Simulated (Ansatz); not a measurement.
`C[O][Ge][NH2]` + `FCS` → `C[O][Ge][F]` + `NCS`  (formal exchange of groups at a Ge–N bond)

Program: Ansatz. Geometries: PBE0-D4/def2-TZVP. ΔE: electronic, gas phase. CCSD(T)/CBS adds triple-zeta CCSD(T) − MP2 to the extrapolated MP2 energy (def2 sets, frozen cores). DFT in def2-TZVPP. For Ge outer-core shells are correlated without core-valence functions, which leaves a few kJ/mol of doubt a bond. Scalar relativity is left out up to krypton. One conformer a species, not always the lowest.

`C[O][Ge][NH2]`:

Z-matrix (Å, degrees):
```
C
O 1 1.404
H 1 1.099 2 112.9
H 1 1.095 2 110.0 3 120.5
H 1 1.095 2 110.0 3 -120.5
Ge 2 1.798 1 120.9 3 -0.2
N 6 1.812 2 93.4 1 -180.0
H 7 1.006 6 123.7 2 -180.0
H 7 1.009 6 122.6 2 -0.0
```

`FCS`:

Z-matrix (Å, degrees):
```
C
S 1 1.789
F 1 1.375 2 113.1
H 1 1.090 2 110.8 3 121.5
H 1 1.092 2 106.3 3 -118.9
H 2 1.342 1 96.6 3 -76.4
```

`C[O][Ge][F]`:

```xyz
7

C    -0.787    0.216   -0.104
O    -0.103   -0.945    0.324
Ge    1.635   -1.204    0.477
F     2.202    0.384   -0.053
H    -0.100    1.030   -0.348
H    -1.384   -0.026   -0.987
H    -1.463    0.544    0.690
```

`NCS`:

Cartesian coordinates in Å:
```
N -0.265 0.942 0.581
C 0.279 -0.350 0.235
S -0.920 -1.408 -0.614
H 0.409 1.477 1.118
H -0.492 1.474 -0.249
H 0.520 -0.886 1.155
H 1.189 -0.332 -0.378
H -0.719 -0.916 -1.847
```

```json
{"species": "`C[O][Ge][NH2]`", "revPBE energy (Eh)": "-2247.98571"}
{"species": "`FCS`", "revPBE energy (Eh)": "-537.89097"}
{"species": "`C[O][Ge][F]`", "revPBE energy (Eh)": "-2291.90296"}
{"species": "`NCS`", "revPBE energy (Eh)": "-493.99814"}
```

(1) Work out ΔE.

Largest T1 diagnostic among the species: 0.015.

Results:

(1) ΔE = (-2291.90296) + (-493.99814) − (-2247.98571) − (-537.89097) = -0.02442 Eh = -15.3 kcal/mol. CCSD(T)/CBS gives -16.0 kcal/mol.

Leaving LDA and LC-ωPBE aside and taking each functional with its dispersion term where it has one, the values, not all of them listed here, spread over 1.5 kcal/mol, from ωB97M-V to r2SCAN-D4. LDA lies +1.0 kcal/mol from PBE without D4. At CCSD(T), def2-SVP lies −0.9 kcal/mol from the extrapolated value and def2-TZVPP +0.7 kcal/mol.
